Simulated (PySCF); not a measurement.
Gas-phase reaction: InI3 → InI + I2

Energies from PySCF, thermal terms from the rigid-rotor harmonic-oscillator model, ideal gas at 1 bar. † marks an energy on the PBE0/def2-TZVP geometry and frequencies. MP2 freezes the core. All species are closed-shell singlets. I, In: scalar-relativistic def2 core potential, no spin-orbit coupling. MP2 isn't extrapolated to the basis-set limit.

LDA/def2-TZVP† gives ΔH°(298 K) = 206 kJ.

What do PBE0/def2-QZVP†, MP2/def2-SVP†, PBE0/def2-SVP† give?

PBE0/def2-QZVP†: 191 kJ; MP2/def2-SVP†: 247 kJ; PBE0/def2-SVP†: 200 kJ. For scale, ΔH°(298 K) is 206 kJ at this level, 202 kJ at ωB97M-V/def2-TZVP†, and runs from 135 to 247 kJ over the 18 levels computed.
